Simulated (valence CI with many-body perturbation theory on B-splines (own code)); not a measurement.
# Energy levels of Sc13+

Level of theory: valence CI with perturbative core correlation (CI+MBPT): six valence electrons over a frozen Dirac-Fock core [He], a basis of 9 s, 9 p, 8 d, 6 f, 3 g, 1 h functions for each j, with the one-electron correlation potential Σ1 (screened to all orders), the two-electron term Σ2, the three-electron term Σ3, Breit, model QED; selected single and double excitations, second order for the rest, scaled by the run's own slope (own B-spline code, finite nucleus).

No measured levels were compared; by estimate levels of excited configurations hold to 0.05 to 0.15 % of their energy, terms of the ground configuration to about 0.5 %. Among the levels kept, up to 3000 cm⁻¹ of a level comes from second order outside the variational space, and about a tenth of that is noise between levels of different J, which matters for small intervals.

Levels 46 to 60 of 60, with energies above the lowest level, 2s2.2p4 3P_2. "Leading %" is the weight of the configuration and term that name the level; weights of strongly mixed levels are sums over their largest components and can fall short. Lifetimes count E1, E2, E3, M1 and M2 decay at the calculated energies, and are blank where another channel may lead or the interval is too uncertain; long ones can be off by a factor of two.

| No. | Configuration | Term | J | E (× 10³ cm⁻¹) | Leading % | g | Second component | Lifetime |
| --- | --- | --- | --- | --- | --- | --- | --- | --- |
| 46 | 2s2.2p3.3d | 5D° | 3 | 4200.9 | 96 | 1.491 |  | 154 ps |
| 47 | 2s2.2p3.3d | 5D° | 4 | 4201.5 | 96 | 1.494 |  | 295 ps |
| 48 | 2s2.2p3.3p | 1P | 1 | 4203.0 | 55 | 1.104 | 26 % 2s2.2p3.3p 3P | 48.0 ps |
| 49 | 2s2.2p3.3p | 3P | 0 | 4218.2 | 91 |  | 4 % 2s2.2p3.3p 1S | 43.0 ps |
| 50 | 2s2.2p3.3p | 3P | 1 | 4220.3 | 74 | 1.354 | 11 % 2s2.2p3.3p 1P | 68.8 ps |
| 51 | 2s2.2p3.3p | 3P | 2 | 4221.0 | 61 | 1.327 | 29 % 2s2.2p3.3p 1D | 140 ps |
| 52 | 2s2.2p3.3d | 3D° | 2 | 4242.8 | 91 | 1.154 |  | 653 fs |
| 53 | 2s2.2p3.3d | 3D° | 1 | 4247.4 | 97 | 0.510 |  | 550 fs |
| 54 | 2s2.2p3.3d | 3D° | 3 | 4248.4 | 95 | 1.326 |  | 539 fs |
| 55 | 2s2.2p3.3p | 1D | 2 | 4249.1 | 87 | 1.038 | 6 % 2s2.2p3.3p 3P | 116 ps |
| 56 | 2s2.2p3.3d | 3F° | 2 | 4307.9 | 90 | 0.704 |  | 5.54 ps |
| 57 | 2s2.2p3.3d | 3F° | 3 | 4313.9 | 87 | 1.065 | 8 % 2s2.2p3.3d 3G° | 4.69 ps |
| 58 | 2s2.2p3.3p | 1S | 0 | 4315.1 | 90 |  |  | 17.6 ps |
| 59 | 2s2.2p3.3d | 1S° | 0 | 4316.7 | 93 |  | 5 % 2s2.2p3.3d 3P° | 44.2 ps |
| 60 | 2s2.2p3.3d | 3F° | 4 | 4320.7 | 63 | 1.176 | 27 % 2s2.2p3.3d 3G° | 307 ps |

Names give the largest LS component (configuration and term), which can be under half, so a name can repeat, a term be missing and a line seem to break the LS rules; names also repeat where a configuration has a term twice.
